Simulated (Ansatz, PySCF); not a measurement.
C₃H₁₀ClNSi, SMILES C[C@@H](N)[Si@H](C)Cl.

Geometry: PBE0-D3(BJ)/def2-SVP. The structure was generated by enumeration; whether it is a known compound was not checked. The values are those of a single conformer.

Vertical ionisation energy (IE) and electron affinity (EA) in eV. Rows of orbital energies are one-electron estimates. Where ΔSCF, EOM or ADC give a negative EA the extra electron is unbound and the value depends on the basis.

```csv
level,IE,EA
"−ε(HOMO), −ε(LUMO), ωB97X/def2-TZVP (PySCF)",9.48,-2.48
"−ε(HOMO), −ε(LUMO), PBE/def2-TZVP (PySCF)",5.57,0.31
"ΔSCF, CAM-B3LYP/def2-SVPD (Ansatz), final states of multiplicity 2 and 2",9.32,-1.54
"ΔSCF, PBE/def2-SVPD (Ansatz), final states of multiplicity 2 and 2",8.77,-1.19
```

Q: What vertical singlet–triplet gap does ΔSCF give with CAM-B3LYP/def2-SVPD (Ansatz, a first-principles code) and with PBE/def2-SVPD (Ansatz)? (An estimate is asked for; the answer gives what the named calculation found.)

A: 6.17 and 5.57 eV (triplet above singlet where positive).
